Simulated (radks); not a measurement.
The numbers below are computed, except where a source is named.
S7+, configuration [He] 2s2 2p5. Level of theory: scalar-relativistic Kohn-Sham, LB94 model potential, spin-polarised, spherical densities, finite nucleus; open shells are filled with parallel spins first; Fermi nuclear charge, rms radius 3.2611 fm (a radial shooting solver on a logarithmic mesh with Libxc functionals).

Normalised radial functions P(r) = r R(r), r in bohr:

| r | 1s down | 1s up | 2p up |
|---|---|---|---|
| 0.004668 | 0.5507 | 0.5506 | 0.0031 |
| 0.005656 | 0.6559 | 0.6558 | 0.0045 |
| 0.006908 | 0.7842 | 0.7841 | 0.0066 |
| 0.008437 | 0.9334 | 0.9333 | 0.0096 |
| 0.01031 | 1.1051 | 1.1050 | 0.0141 |
| 0.01249 | 1.2915 | 1.2914 | 0.0203 |
| 0.01525 | 1.5074 | 1.5072 | 0.0295 |
| 0.01863 | 1.7424 | 1.7422 | 0.0427 |
| 0.02275 | 1.9903 | 1.9901 | 0.0614 |
| 0.02757 | 2.2311 | 2.2308 | 0.0867 |
| 0.03367 | 2.4704 | 2.4701 | 0.1230 |
| 0.04113 | 2.6781 | 2.6778 | 0.1729 |
| 0.05023 | 2.8296 | 2.8292 | 0.2401 |
| 0.06086 | 2.8969 | 2.8964 | 0.3247 |
| 0.07434 | 2.8607 | 2.8603 | 0.4371 |
| 0.0908 | 2.6986 | 2.6981 | 0.5762 |
| 0.1109 | 2.4077 | 2.4073 | 0.7408 |
| 0.1344 | 2.0252 | 2.0250 | 0.9171 |
| 0.1641 | 1.5610 | 1.5613 | 1.1069 |
| 0.2005 | 1.0903 | 1.0911 | 1.2832 |
| 0.2448 | 0.6764 | 0.6775 | 1.4197 |
| 0.2991 | 0.3638 | 0.3648 | 1.4876 |
| 0.3624 | 0.1707 | 0.1714 | 1.4655 |
| 0.4426 | 0.0633 | 0.0637 | 1.3412 |
| 0.5406 | 0.0183 | 0.0184 | 1.1239 |
| 0.6603 | 0.0039 | 0.0039 | 0.8473 |
| 0.8 | 0.0006 | 0.0006 | 0.5726 |
| 0.9771 | 0.0001 | 0.0001 | 0.3266 |
| 1.193 | 0.0000 | 0.0000 | 0.1538 |
| 1.458 | 0.0000 | 0.0000 | 0.0573 |

1s down: eigenvalue -2629.3 eV, 0 radial nodes, <r> = 0.0964 bohr, 90 % of the charge inside 0.172 bohr. 1s up: eigenvalue -2628.4 eV, 0 radial nodes, <r> = 0.0964 bohr, 90 % of the charge inside 0.172 bohr. 2p up: eigenvalue -327.73 eV, 0 radial nodes, <r> = 0.419 bohr, 90 % of the charge inside 0.691 bohr.
